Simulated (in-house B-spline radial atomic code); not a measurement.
Settings and results of a run for Gd³⁺. Level of theory: Dirac-Kohn-Sham BP86, spherical fractional occupations, Fermi nucleus of rms radius 5.1569 fm; calculated with a radial B-spline atomic code at the basis-set limit.

Command:
```bash
python run_scf.py task.json out
```
Settings (nuclear radius in fm, mass in u):
```
Z                64
configuration    [Xe] 4f7
hamiltonian      dirac
method           b88,p86
spin_polarised   False
nucleus          fermi
rms_radius       5.1569
atomic_mass      157.92411
speed_of_light   137.035999084
```

Output (hartree, bohr):
```
 radial grid: 72 intervals, B-splines of order 8, outer radius 39.1892 bohr

 iter        energy (Eh)    residual
    1      -11242.096826    7.16e-01
    2      -11252.108450    1.13e+00
    3      -11278.409394    2.22e-01
    4      -11279.288586    6.87e-02
    5      -11279.393664    3.47e-02
    6      -11279.409701    7.79e-03
    7      -11279.412113    2.79e-03
    8      -11279.412289    7.13e-05
    9      -11279.412289    6.66e-06
   10      -11279.412289    1.77e-07

 total energy                    -11279.41229
 kinetic                           12298.1513
 electron-nucleus                 -27648.9543
 Hartree                            4322.1606
 exchange-correlation               -250.7699

 first-order corrections (not in the total)
   Gaunt                            11.6118
   retardation                      -1.2222
   frequency dependence             -0.1555
   self-energy                       8.1306
   Uehling                          -1.3123
   Wichmann-Kroll                    0.0414
   recoil                            0.0252

 orbital      occ     eigenvalue          <r>       <r^2>       <1/r>     <1/r^2>       <r^4>       r_max    small
 1s1/2      2.000     -1840.2199    0.0219064 0.000654873     71.6496     11708.3 1.14106e-06     0.01392  5.68e-02
 2s1/2      2.000      -304.4686    0.0927457   0.0102153     17.0959      1480.3 0.000180846     0.07917  1.26e-02
 2p1/2      2.000      -289.1867    0.0774501  0.00741563     17.0762     471.062 0.000111857     0.05981  1.26e-02
 2p3/2      4.000      -263.6048    0.0842915  0.00864993     15.0881     310.394 0.000146909     0.06563  1.17e-02
 3s1/2      2.000       -68.2161     0.243963   0.0681451     6.23108     319.041  0.00702664      0.2245  3.98e-03
 3p1/2      2.000       -61.5859     0.233606   0.0634758     6.14657     102.218   0.0063884      0.2117  3.92e-03
 3p3/2      4.000       -56.3385     0.246649   0.0705455     5.64361      68.266  0.00783294       0.224  3.66e-03
 3d3/2      4.000       -44.8768     0.218734   0.0563282     5.52098     38.1921  0.00567267       0.178  3.54e-03
 3d5/2      6.000       -43.7337     0.222796    0.058303     5.39588     36.1151  0.00604207      0.1815  3.47e-03
 4s1/2      2.000       -14.4753     0.552801    0.345107     2.60467     77.0629    0.173265      0.5159  1.26e-03
 4p1/2      2.000       -11.8931      0.56474    0.363075     2.49843     24.0507    0.197223      0.5202  1.19e-03
 4p3/2      4.000       -10.7251     0.594249    0.401757     2.32771     16.1641    0.241519      0.5464  1.10e-03
 4d3/2      4.000        -6.4688     0.630117    0.460784     2.10969     8.11864    0.345566      0.5542  9.32e-04
 4d5/2      6.000        -6.2577     0.640541    0.476028     2.06747      7.6669    0.368973      0.5627  9.07e-04
 5s1/2      2.000        -2.7447       1.3239     1.96732     1.00712     13.5873      5.6686       1.195  2.74e-04
 5p1/2      2.000        -2.0252      1.46953     2.43854    0.896362     3.76652     8.96736       1.298  2.22e-04
 5p3/2      4.000        -1.8590      1.55378     2.72438    0.838892     2.54633      11.176       1.371  2.00e-04
 4f5/2      3.000        -1.2565     0.845337    0.921957     1.54146      3.1156     2.17931      0.5643  5.42e-04
 4f7/2      4.000        -1.2284     0.856241    0.947321     1.52373     3.04505     2.31143      0.5691  5.32e-04
```

Cost of the run: 2.4 s on 1 thread of Arm Neoverse V1 (shared host).

For the Dirac Hamiltonian the kinetic term is c α·p + (β - 1)c².
